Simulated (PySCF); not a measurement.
Species: C5H7NO2 (charge +1 and doublet state).
Geometry (GFN2-xTB, Å), atoms numbered from 1 in this order:
```
atom  x, y, z in Å
C1     3.026    1.161   -0.443
C2     2.292    0.042   -0.437
O3     0.970    0.103   -0.175
C4     0.216   -0.977   -0.160
C5    -1.134   -0.900    0.108
N6    -1.800    0.230    0.371
C7    -3.190    0.222    0.638
O8    -3.827   -0.779    0.641
H9     4.080    1.122   -0.651
H10    2.588    2.125   -0.243
H11    2.706   -0.941   -0.635
H12    0.671   -1.941   -0.364
H13   -1.734   -1.804    0.115
H14   -1.300    1.114    0.381
H15   -3.569    1.232    0.831
```

The hyperfine couplings belong to this conformer and change with its torsions.

Identity: `[CH2+][CH]O/C=C\NC=O` [radical] (charge +1).

The calculation used UKS B3LYP, pcH-1 on C H N O, non-relativistic, mean-field spin-orbit, GIAO in PySCF. The structure is a single GFN2-xTB conformer in the gas phase; no vibrational or solvent corrections. Couplings are sensitive to structure, and on GFN2-xTB geometries they can be far from those on DFT ones, by a factor of two or more for some ions and for spin on atoms past the first row. The SCF solution wasn't tested for stability.

**Question.** Predict the first-order ENDOR lines of N6, H12, H9, H13, H10, H14, H11 and H15 under fast tumbling at B = 348.5 mT (X band).

**Answer.** ν± = |νn ± a/2|, one line for each electron-spin manifold; νn = |g_N| × 7.62259 MHz/T × B.

| nuclei | isotope | g_N | νn (MHz) | a_iso (MHz) | lower line (MHz) | upper line (MHz) |
| --- | --- | --- | --- | --- | --- | --- |
| N6 | 14N | 0.4038 | 1.07 | 8.13 | 2.99 | 5.14 |
| H12 | 1H | 5.5857 | 14.84 | -19.16 | 5.26 | 24.42 |
| H9 | 1H | 5.5857 | 14.84 | -16.48 | 6.60 | 23.08 |
| H13 | 1H | 5.5857 | 14.84 | -16.28 | 6.70 | 22.98 |
| H10 | 1H | 5.5857 | 14.84 | -15.56 | 7.06 | 22.62 |
| H14 | 1H | 5.5857 | 14.84 | -15.26 | 7.21 | 22.47 |
| H11 | 1H | 5.5857 | 14.84 | 2.16 | 13.76 | 15.92 |
| H15 | 1H | 5.5857 | 14.84 | -0.94 | 14.37 | 15.31 |

**Question.** Which pairs are centred on the nuclear Larmor frequency, and which on half the coupling?

**Answer.** Centred on νn, since |a| < 2νn: H12, H9, H13, H10, H14, H11 and H15. Centred on |a|/2 and split by 2νn: N6.

**Question.** At what field would the lower line of H14 fall to zero frequency?

**Answer.** Where νn = |a|/2, that is B = 7.63 MHz/(5.5857 × 7.62259 MHz/T) = 179 mT, as far as first order holds there.

H9 and H10 aren't averaged: C1 is flat or nearly so (angle sum 360°), and its turn about the short C1–C2 bond (1.34 Å) is taken as slow.

The largest Mulliken spin populations are on C1 (+0.25), C4 (+0.23), C5 (+0.21) and O3 (+0.19). Five atoms exceed +0.15.

The run took 76 s wall (with the writing of density and orbital grids) on one thread of an Arm Neoverse V2 (shared host), and the process peaked at 1.0 GiB of memory.

The SMILES draws the unpaired electron on C2; the largest computed Mulliken spin population is on C1 (0.25 against -0.06).
